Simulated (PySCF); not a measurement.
Cl2GeH4OSi. Atoms are numbered in the order given.

```xyz
9

O      0.7859     1.9517     0.0000
Si     0.5273     0.3238     0.0000
Cl     1.4186    -0.5342    -1.6517
Cl     1.4186    -0.5342     1.6517
Ge    -1.7747    -0.1126     0.0000
H      1.6954     2.2726     0.0000
H     -2.4171     0.4896     1.2556
H     -1.9739    -1.6333     0.0000
H     -2.4171     0.4896    -1.2556
```

Geometry: ωB97X-D3(BJ)/def2-SVP. The structure was generated by enumeration, and PubChem lists no compound with its InChIKey, so it may never have been made. One conformer was computed; it need not be the lowest.

Calculation: HF/def2-TZVP (PySCF).

Symmetry labels are those of the subgroup Cs that the program uses (full group Cs).

### Question
List the valence orbital energies around the gap with their symmetry. (An estimate is asked for; the answer gives what the named calculation found.)

### Answer

```
orbital  symmetry  energy (eV)
-------  --------  -----------
HOMO−7         A"       -14.23
HOMO−6         A'       -14.06
HOMO−5         A'       -13.46
HOMO−4         A"       -13.29
HOMO−3         A'       -13.06
HOMO−2         A"       -12.81
HOMO−1         A"       -12.49
HOMO           A'       -11.29
LUMO           A'         3.07
LUMO+1         A"         3.45
LUMO+2         A'         3.63
LUMO+3         A'         4.15
```
